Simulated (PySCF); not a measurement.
# Energy of Sb (antimony, neutral) between two integer charges

The 5p alpha orbital of [Kr] 4d10 5s2 5p3 is emptied in steps (occupation f), with all orbitals relaxed, ending at [Kr] 4d10 5s2 5p2. All numbers are calculated (PySCF 2.14, a scalar-relativistic core potential, in aug-cc-pVTZ-PP with ECP28MDF (6s5p4d2f, 55 functions)). The exact energy is a straight line in f; departures are measured from the line between the end points of the same method.

| f | UHF (eV) | LDA (eV) | PBE (eV) | PBE0 (eV) | r2SCAN (eV) | LC-wPBE (eV) | BHandHLYP (eV) | wB97X (eV) | BLYP (eV) |
| --- | --- | --- | --- | --- | --- | --- | --- | --- | --- |
| 1 | 0.000 | 0.000 | 0.000 | 0.000 | 0.000 | 0.000 | 0.000 | 0.000 | 0.000 |
| 0.75 | 0.094 | -0.683 | -0.662 | -0.475 | -0.625 | -0.009 | -0.302 | -0.056 | -0.676 |
| 0.5 | 0.121 | -0.917 | -0.886 | -0.633 | -0.826 | -0.010 | -0.405 | -0.080 | -0.907 |
| 0.25 | 0.089 | -0.692 | -0.666 | -0.474 | -0.614 | -0.005 | -0.305 | -0.064 | -0.684 |
| 0 | 0.000 | 0.000 | 0.000 | 0.000 | 0.000 | 0.000 | 0.000 | 0.000 | 0.000 |

Q: For wB97X, how does the orbital energy at f = 1 compare with the removal energy?

A: −ε = 8.478 eV against a total-energy difference of 8.766 eV. By Janak's theorem ε = ∂E/∂f, so the gap between them reflects the curvature. Along the path −ε is 8.603 (f = 0.75), 8.747 (f = 0.5), 8.918 (f = 0.25) eV.

| method | E(f=0) − E(f=1) (eV) | −ε at f=1 (eV) | −ε at f=0.5 (eV) |
| --- | --- | --- | --- |
| UHF | 8.583 | 9.097 | 8.570 |
| LDA | 9.121 | 5.514 | 9.095 |
| PBE | 8.965 | 5.458 | 8.953 |
| PBE0 | 9.043 | 6.517 | 9.045 |
| r2SCAN | 9.166 | 5.821 | 9.197 |
| LC-wPBE | 9.100 | 9.045 | 9.111 |
| BHandHLYP | 8.857 | 7.255 | 8.851 |
| wB97X | 8.766 | 8.478 | 8.747 |
| BLYP | 8.713 | 5.143 | 8.690 |

Reference removal energy between the ground levels: 8.608 eV (measured; NIST Atomic Spectra Database, ionization energies). The calculation has no spin-orbit coupling. UHF lacks correlation.
